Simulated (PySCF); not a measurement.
Compound: C7H5NS.
Bonds: N1–C2 (triple), C2–S3, S3–C4, C4–C5 (aromatic), C5–C6 (aromatic), C6–C7 (aromatic), C7–C8 (aromatic), C8–C9 (aromatic), C4–C9 (aromatic). Hydrogens: H10 on C5; H11 on C6; H12 on C7; H13 on C8; H14 on C9.

Probes without a nucleus sit at each ring's centroid and 1 Å off its mean plane on both sides; NICS is minus the shielding there, NICSzz its component along the normal. Level: GIAO PBE0/pcSseg-1 (PySCF, non-relativistic, gas phase) on the GFN2-xTB geometry, one conformer.

Ring bond lengths (Å), with Mayer bond orders in brackets: C4–C5 1.384 (1.36), C5–C6 1.384 (1.44), C6–C7 1.385 (1.43), C7–C8 1.385 (1.43), C8–C9 1.384 (1.44), C9–C4 1.384 (1.35).

**Question.** What do the NICS probes read (ppm)?

**Answer.** 
```tsv
ring	type	NICS(0)	NICS(1), two faces	NICS(1)zz, two faces	rms pucker (Å)	centre to ring atoms, mean (Å)
C4–C5–C6–C7–C8–C9	6-membered carbocycle; formal bonds all aromatic	-9.0	-11.5 / -11.3	-29.1 / -28.3	0.00	1.38
```

**Question.** What can be read from them?

**Answer.** 
- C4–C5–C6–C7–C8–C9: mean NICS(1)zz -28.7 ppm, shielded. The ring is flat and has no four-coordinate atom; by the NICS criterion it is aromatic.

**Question.** What does the geometric index give? HOMA takes Krygowski's 1993 parameters.

**Answer.** 
- C4–C5–C6–C7–C8–C9: HOMA 1.00 = 1 − EN − GEO, with mean bond length 1.384 Å, EN = α(Ropt − mean)² = 0.004 and GEO = α × variance = 0.000. The geometric and the magnetic index point the same way.

**Question.** Give the inner angles of the rings and the Hirshfeld charges of the ring atoms.

**Answer.** 
- C4–C5–C6–C7–C8–C9: C4 121.5° (-0.011 e), C5 119.0° (-0.045 e), C6 120.1° (-0.037 e), C7 120.2° (-0.034 e), C8 120.2° (-0.037 e), C9 118.9° (-0.044 e); sum 720.0° against 720° for a flat convex ring.

Time: 30 s of wall time. Hardware: one thread, Arm Neoverse V1, shared host. This is the whole shielding run at PBE0/pcSseg-1, SCF included.

Conformer computed: `[N:1]#[C:2][S:3][c:4]1[cH:5][cH:6][cH:7][cH:8][cH:9]1`: C2–S3–C4–C5 -94°.
